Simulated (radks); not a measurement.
Removal energies from the phosphorus ion P9+, [He] 2s2 2p(1/2: 2, 3/2: 0), by Delta-SCF beside the eigenvalue of the level emptied. Calculated with a radial shooting solver on a logarithmic mesh with Libxc functionals: Dirac Kohn-Sham, PBE, spin-unpolarised, spherical densities, finite nucleus; Fermi nuclear charge, rms radius of each element as measured or else 0.836 A^(1/3) + 0.57 fm. Sub-shells are occupied by j as written (lower j first in brackets).

| removed from | final configuration | Delta-SCF (eV) | -eigenvalue (eV) |
|---|---|---|---|
| 2p1/2 | [He] 2s2 2p(1/2: 1, 3/2: 0) | 422.22 | 394.89 |
| 2s1/2 | [He] 2s1 2p(1/2: 2, 3/2: 0) | 456.99 | 433.17 |
| 1s1/2 | 1s1 2s2 2p(1/2: 2, 3/2: 0) | 2522.2 | 2420.0 |
